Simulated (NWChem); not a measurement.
Molecule: SrClF; SMILES [F][Sr][Cl]

All runs: NWChem. Coordinates come from a PBE0/def2-SVP optimisation. def2 effective core potentials on Sr; no spin-orbit coupling. Ions are spin-unrestricted doublets at the neutral geometry; other ion states weren't tried.

Task: Predict the results for BHandHLYP/def2-SVP. Quantities: vertical ionisation energy, ΔSCF (eV); −ε(HOMO) (eV).

Result: 
* **vertical ionisation energy, ΔSCF (eV)**: 10.09
* **−ε(HOMO) (eV)**: 8.65
